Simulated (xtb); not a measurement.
F$_{3}$Ga, triplet, geometry from GFN2-xTB (such geometries of metal compounds can be far from the true shape) (a higher spin typed on purpose: for a closed-shell molecule this is an excited state); xtb 6.7.1 with GFN2-xTB.

Input for xtb:
```
$ xtb mol.xyz --gfn 2 --uhf 2 --json

# file mol.xyz
4

Ga    -0.22935533    -0.05016553     0.16489429
F     -1.72400498    -1.24032791    -0.08600818
F      0.69331432     1.52712243    -0.77539039
F      1.82069235    -0.11400212     0.29342934
```

Write the output that xtb gives for this input, abridged.


```
   ID    Z sym.   atoms
    1   31 Ga     1
    2    9 F      2-4

           -------------------------------------------------
          |                Calculation Setup                |
           -------------------------------------------------

           -------------------------------------------------
          |                 G F N 2 - x T B                 |
           -------------------------------------------------

          ...................................................
          :                      SETUP                      :
          :.................................................:
          :  # basis functions                  22          :
          :  # atomic orbitals                  21          :
          :  # shells                            9          :
          :  # electrons                        24          :
          :  max. iterations                   250          :
          :  Hamiltonian                  GFN2-xTB          :
          :  restarted?                      false          :
          :  GBSA solvation                  false          :
          :  PC potential                    false          :
          :  electronic temp.          300.0000000     K    :
          :  accuracy                    1.0000000          :
          :  -> integral cutoff          0.2500000E+02      :
          :  -> integral neglect         0.1000000E-07      :
          :  -> SCF convergence          0.1000000E-05 Eh   :
          :  -> wf. convergence          0.1000000E-03 e    :
          :  Broyden damping             0.4000000          :
          :  net charge                          0          :
          :  unpaired electrons                  2          :
          ...................................................

 iter      E             dE          RMSdq      gap      omega  full diag
   1    -15.4076352 -0.154076E+02  0.190E+01    7.40       0.0  T
   2    -15.0567189  0.350916E+00  0.118E+01    7.13       1.0  T
   3    -15.1179387 -0.612198E-01  0.117E+01    5.76       1.0  T
   4    -15.2813171 -0.163378E+00  0.729E+00    6.40       1.0  T
   5    -15.3529176 -0.716005E-01  0.425E+00    6.77       1.0  T
   6    -15.3832404 -0.303228E-01  0.316E+00    6.90       1.0  T
   7    -15.4018317 -0.185913E-01  0.223E+00    7.04       1.0  T
   8    -15.4147735 -0.129417E-01  0.158E+00    7.09       1.0  T
   9    -15.4149897 -0.216280E-03  0.155E+00    7.10       1.0  T
[...]
         :: total energy             -15.427694052338 Eh    ::
[...]
        18                         -0.0169007              -0.4599
        19                          0.4112244              11.1900
        20                          0.4557653              12.4020
        21                          0.5744848              15.6325
      -------------------------------------------------------------
                  HL-Gap            0.2602981 Eh            7.0831 eV
             Fermi-level           -0.4241771 Eh          -11.5424 eV

     #   Z          covCN         q      C6AA      α(0)
     1  31 Ga       1.936     0.394   208.973    32.428
     2   9 F        0.675    -0.172    10.971     3.910
     3   9 F        0.630    -0.111    10.383     3.802
     4   9 F        0.630    -0.111    10.383     3.802

 Mol. C6AA /au·bohr⁶  :        545.136318
 Mol. C8AA /au·bohr⁸  :      35689.941657
 Mol. α(0) /au        :         43.942312

Wiberg/Mayer (AO) data.
largest (>0.10) Wiberg bond orders for each atom

 ---------------------------------------------------------------------------
     #   Z sym  total        # sym  WBO       # sym  WBO       # sym  WBO
 ---------------------------------------------------------------------------
     1  31 Ga   2.458 --     2 F    1.022     4 F    0.718     3 F    0.718
     2   9 F    1.149 --     1 Ga   1.022
     3   9 F    1.137 --     1 Ga   0.718     4 F    0.356
     4   9 F    1.137 --     1 Ga   0.718     3 F    0.356
 ---------------------------------------------------------------------------

Topologies differ in total number of bonds
Writing topology from bond orders to xtbtopo.mol

molecular dipole:
                 x           y           z       tot (Debye)
 q only:       -0.135       0.071       0.252
   full:       -0.338       0.004       0.364       1.263
molecular quadrupole (traceless):
                xx          xy          yy          xz          yz          zz
 q only:       -2.202      -2.455      -0.123      -0.215       0.606       2.325
  q+dip:       -2.450      -2.777      -0.229      -0.377       0.682       2.679
   full:       -4.610      -5.253       0.052      -0.022       0.990       4.559

           -------------------------------------------------
          | TOTAL ENERGY              -15.427694052338 Eh   |
          | GRADIENT NORM               0.000016155302 Eh/α |
          | HOMO-LUMO GAP               7.083071290192 eV   |
           -------------------------------------------------

normal termination of xtb
```
